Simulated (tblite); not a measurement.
A tight-binding relaxation on `[SiH3]N([SiH3])[C@]1([SiH3])C=CO[SiH2]1`.

Computed with GFN2-xTB geometry optimisation, gas phase (tblite 0.8.0). Start geometry: from a force field or distance geometry. A driver script takes a list of jobs; this job's settings line and coordinates (Å) are shown.

Command:
```bash
OMP_NUM_THREADS=1 python probes_run.py task.json out
```

Input:
```
{"job": {"kind": "relax", "xc": "GFN2-xTB", "basis": "xTB"}, "charge": 0, "multiplicity": 1}
Si     2.131700    -1.195300    -0.580600
N      0.980700     0.083300    -0.310800
Si     1.997400     1.332300     0.341000
C     -0.463000    -0.152400     0.018800
Si    -0.900900    -0.547400     1.847300
C     -1.200400    -1.049700    -1.002100
C     -2.223400    -0.516300    -1.686100
O     -2.628000     0.788400    -1.465800
Si    -1.647800     1.488700    -0.292600
H      2.561000    -1.734600     0.731200
H      1.437700    -2.283300    -1.314200
H      3.262500    -0.735700    -1.402900
H      1.117000     2.481900     0.698900
H      2.622000     0.878000     1.596200
H      2.980400     1.784500    -0.665200
H     -0.434000     0.540000     2.757800
H     -0.200300    -1.789200     2.258800
H     -2.357600    -0.774500     2.042500
H     -0.900100    -2.076800    -1.156300
H     -2.816000    -1.026300    -2.420900
H     -0.876100     2.615600    -0.888700
H     -2.453400     1.908400     0.892700
```

Problem. Give the output.

Solution. 
```
step      E/eV     max force
  0    -734.78304    1.841
  1    -734.93520    1.240
  2    -735.06404    0.772
  3    -735.10891    0.567
  4    -735.16909    0.684
  5    -735.20680    0.549
  6    -735.24124    0.518
  7    -735.27006    0.380
  8    -735.28847    0.275
  9    -735.30151    0.291
... (220 lines left out)
230    -735.56449    0.030
231    -735.56460    0.036
232    -735.56468    0.029
233    -735.56475    0.016
234    -735.56480    0.013
235    -735.56485    0.015
236    -735.56490    0.016
237    -735.56494    0.016
238    -735.56496    0.011
239    -735.56498    0.007
```

«max force» is the largest atomic force in eV/Å.

Problem. From which step on does the largest force stay under 0.1 eV/Å, and how much energy is left to gain from there?

Solution. From step 75 (0.099 eV/Å), 44.8 meV above the end.

Main results: energy lowered by 18.0 kcal/mol over 239 steps; largest atomic force 0.007 eV/Å at the end.

Problem. Give the final coordinates.

Solution. 0.933 Å rms from the input after alignment:
```
atom  x, y, z in Å
Si1    1.7251   -0.8515   -1.3627
N2     1.0771    0.0310   -0.0144
Si3    1.9766    1.1441    0.9579
C4    -0.3763   -0.0404    0.1805
Si5   -0.9116   -0.1872    2.0164
C6    -0.9814   -1.2577   -0.4559
C7    -1.9904   -1.0342   -1.2850
O8    -2.3429    0.2621   -1.5351
Si9   -1.3649    1.3330   -0.7483
H10    1.7578   -2.2919   -1.0764
H11    0.9286   -0.6005   -2.5669
H12    3.0885   -0.3666   -1.5538
H13    1.2764    2.4374    0.9691
H14    2.0928    0.6321    2.3301
H15    3.2979    1.2802    0.3570
H16   -0.6697    1.0609    2.7428
H17   -0.1948   -1.2915    2.6576
H18   -2.3482   -0.4795    2.0283
H19   -0.6410   -2.2459   -0.2021
H20   -2.5929   -1.7631   -1.8030
H21   -0.6042    2.0875   -1.7389
H22   -2.2128    2.1610    0.1020
```

Problem. Estimate the wall time. Hardware: Arm Neoverse N1, one thread, shared host with 64 logical CPUs at a one-minute load of 58.

Solution. About 5.4 s.
Labels such as C1 count atoms from 1, the log's own numbers from 0.
